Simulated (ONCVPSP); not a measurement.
## Logarithmic derivatives: Ru (Z = 44), ONCV

- Element: ruthenium (Ru)
- Generator: ONCVPSP 4.0.1
- Type: optimised norm-conserving Vanderbilt (ONCV)
- Functional: PBE
- Relativity: scalar-relativistic
- Frozen core: [Kr]
- Valence charge: 8
- Reference configuration: 4d7 5s1
- Partial waves: 5s: rc 2.60 bohr, ncon 5, nbas 8, qcut 2.2 1/bohr, 1 projector; p scattering state at 0.38 Ha: rc 2.30 bohr, ncon 4, nbas 7, qcut 4.3 1/bohr, 2 projectors, debl 2.6 Ha; 4d: rc 1.45 bohr, ncon 4, nbas 7, qcut 5.8 1/bohr, 2 projectors, debl 1.3 Ha
- Local potential: polynomial inside 1.35 bohr (lpopt 5, dvloc0 0 Ha)
- Core correction: none

The phase is arctan(r·R′/R) of the radial function R(r), unwrapped; energies in Ha, scanned from -2 to 5 Ha. A pole is an energy at which the radial function vanishes at the test radius. The pseudo phase is shifted by a multiple of π to meet the all-electron one at the reference energy, and phase errors are pseudo minus all-electron; the curves can meet again beyond the range given. Levels narrower than the energy grid can be missing from the lists of poles.

Q: For each channel, where are the poles, and over which energies does the pseudopotential scatter like the atom?

A:

```
channel  radius (bohr)  reference energy (Ha)  poles, all-electron  poles, pseudo  unbroken range about the reference energy with phases within 0.05 rad  phase error 1 Ha above the reference energy (rad)
      s           2.63                  -0.16                 1.09     0.85, 2.50                                                              below 0.8                                             -0.050
      p           2.34                   0.38          -1.64, 2.58    -0.55, 2.58                                                            -0.1 to 4.5                                             +0.004
      d           1.47                  -0.19                 1.93           1.93                                                        the whole range                                             -0.000
```

Note: ghosts flagged at negative energy: s at -128.3 eV, p at -16.0 eV; GHOST(+) flagged for p at 464.3 eV. A true bound ghost makes a file unfit for plane-wave use.

Phases in the d channel:

```csv
E (Ha),all-electron,pseudo
-1.98,0.836,0.836
-1.80,0.747,0.747
-1.62,0.634,0.634
-1.44,0.487,0.487
-1.26,0.300,0.300
-1.08,0.071,0.071
-0.90,-0.186,-0.186
-0.72,-0.442,-0.442
-0.54,-0.667,-0.667
-0.36,-0.851,-0.851
-0.18,-0.995,-0.995
0.00,-1.107,-1.107
0.18,-1.195,-1.195
0.36,-1.266,-1.266
0.54,-1.324,-1.324
0.72,-1.372,-1.372
0.90,-1.413,-1.413
1.08,-1.448,-1.448
1.26,-1.479,-1.479
1.44,-1.507,-1.507
1.62,-1.532,-1.532
1.80,-1.555,-1.555
1.98,-1.577,-1.577
2.16,-1.597,-1.598
2.34,-1.617,-1.617
2.52,-1.637,-1.637
2.70,-1.656,-1.656
2.88,-1.675,-1.675
3.06,-1.694,-1.695
3.24,-1.715,-1.715
3.42,-1.736,-1.736
3.60,-1.758,-1.758
3.78,-1.782,-1.782
3.96,-1.809,-1.808
4.14,-1.838,-1.838
4.32,-1.871,-1.871
4.50,-1.909,-1.909
4.68,-1.954,-1.953
4.86,-2.008,-2.007
```
